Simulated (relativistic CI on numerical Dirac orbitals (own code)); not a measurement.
## d7 in a ligand field

Computed with a parametric ligand-field model of a d^n configuration (Racah B and C, spin-orbit zeta, crystal field), exact diagonalisation.

Field parameters in Wybourne normalisation: Oh B⁴₀ = 21Dq, B⁴₄ = √(5/14) B⁴₀. The field is a parameter set, without covalency.

Q: Lowest levels for B = 920, C = 3380, ζ = 310 cm⁻¹, Oh, 10Dq = 31250 cm⁻¹?

A: Γ8 0 (S 0.50), Γ6 14030 (S 1.50), Γ8 14221 (S 1.50), Γ7 14547 (S 1.50), Γ8 14552 (S 1.50), Γ8 28721 (S 0.50), Γ6 28935 (S 0.50), Γ8 29489 (S 0.50), Γ7 29604 (S 0.50) cm⁻¹, with S from ⟨S²⟩ = S(S + 1). The ground level has 1.02 electrons in the cubic e pair.

Q: Lowest levels for B = 300, C = 1230, ζ = 510 cm⁻¹, Oh, 10Dq = 23600 cm⁻¹?

A: Γ8 0 (S 0.50), Γ6 17095 (S 1.50), Γ8 17369 (S 1.50), Γ7 17885 (S 1.50), Γ8 17891 (S 1.50), Γ8 22402 (S 0.51), Γ6 22796 (S 0.50), Γ8 22883 (S 0.50), Γ7 23017 (S 0.50) cm⁻¹, with S from ⟨S²⟩ = S(S + 1). The ground level has 1.01 electrons in the cubic e pair.

Q: Lowest levels for B = 680, C = 3370, ζ = 1400 cm⁻¹, Oh, 10Dq = 39800 cm⁻¹?

A: Γ8 0 (S 0.51), Γ6 22733 (S 1.50), Γ8 23514 (S 1.49), Γ7 24984 (S 1.50), Γ8 25030 (S 1.50), Γ8 36705 (S 0.51), Γ6 37858 (S 0.50), Γ8 38019 (S 0.51), Γ7 38484 (S 0.50) cm⁻¹, with S from ⟨S²⟩ = S(S + 1). The ground level has 1.02 electrons in the cubic e pair.

Q: Lowest levels for B = 660, C = 2390, ζ = 3900 cm⁻¹, Oh, 10Dq = 28900 cm⁻¹?

A: Γ8 0 (S 0.59), Γ6 14184 (S 1.47), Γ8 16063 (S 1.43), Γ7 21145 (S 1.49), Γ8 21539 (S 1.45), Γ8 25522 (S 0.60), Γ7 29253 (S 0.57), Γ8 29542 (S 0.60), Γ6 30473 (S 0.55) cm⁻¹, with S from ⟨S²⟩ = S(S + 1). The ground level has 1.11 electrons in the cubic e pair; its S is far from a half-integer, so spin-orbit coupling mixes spin states.

Q: Lowest levels for B = 920, C = 3490, ζ = 880 cm⁻¹, Oh, 10Dq = 13300 cm⁻¹?

A: Γ6 0 (S 1.50), Γ8 520 (S 1.49), Γ8 1248 (S 1.44), Γ7 1652 (S 1.50), Γ8 5163 (S 0.62), Γ8 12604 (S 1.42), Γ6 12659 (S 1.48), Γ8 12763 (S 1.49), Γ7 13175 (S 1.47) cm⁻¹, with S from ⟨S²⟩ = S(S + 1). The ground level has 2.07 electrons in the cubic e pair.
